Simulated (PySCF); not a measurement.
In(Me)(Et) (C3H8In), SMILES [CH3][In+][CH2]C, charge +1.

Geometry optimised at PBE0-D3(BJ)/def2-SVP. The spin state was assumed, not searched. The isomer is the one that the SMILES or the coordinates give; other isomers of the formula were not compared. The def2 effective core potentials stand for the cores of In; spin–orbit coupling is left out. Other conformers were not sampled.

The numbers are results of ωB97X/def2-TZVP in PySCF, not measurements.

Isolated molecule, no solvent.

| Quantity | Value |
|---|---|
| total energy | -309.06131 hartree |
| highest occupied level | -14.77 eV |
| lowest empty level | -4.56 eV |
| orbital gap | 10.21 eV |
| dipole moment about the centre of nuclear charge | 0.71 D |
| mean static polarisability | 67.3 bohr³ (9.97 Å³) |
| polarisability, principal values | 49.6, 52.5, 99.6 bohr³ |
